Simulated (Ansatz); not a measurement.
Coupled-cluster diagnostics for the cluster Be₄O₄, Ansatz.

Geometry of the singlet (PBE-D4/def2-SVP):

```csv
atom,x (Å),y (Å),z (Å)
Be1,-0.4543,-0.1783,-1.1734
Be2,0.9847,0.8022,-0.0444
Be3,0.3817,-1.1130,0.4802
Be4,-0.9120,0.4891,0.7375
O5,-1.1924,-0.9713,0.0538
O6,0.5501,0.2160,1.4208
O7,-0.4620,1.3478,-0.5815
O8,1.1043,-0.5925,-0.8931
```

Correlated methods freeze 4 core orbitals. Another isomer (singlet) lies 1.74 eV lower at PBE0-D4/def2-TZVP; other spin states weren't run for this one.

(1) Estimate the CCSD(T) correlation energy, the shares of MP2 and (T), T1 and the reference's ⟨S²⟩ for: charge 0, singlet, own geometry in def2-TZVPP; and the rough time on 4 threads of Arm Neoverse V1 on a shared host.

Results:

(1) 
```tsv
state	basis	correlation (eV)	MP2 share (%)	(T) share (%)	T1	⟨S²⟩ (pure)	wall time
charge 0, singlet, own geometry	def2-TZVPP	-34.758	96.3	3.6	0.015	0.00 (0.00)	2.6 min
```
Customary marks for T1 are 0.02 (closed shells), 0.045 (open shells) and about 0.05 (3d metals). T1 stays under 0.02 throughout.
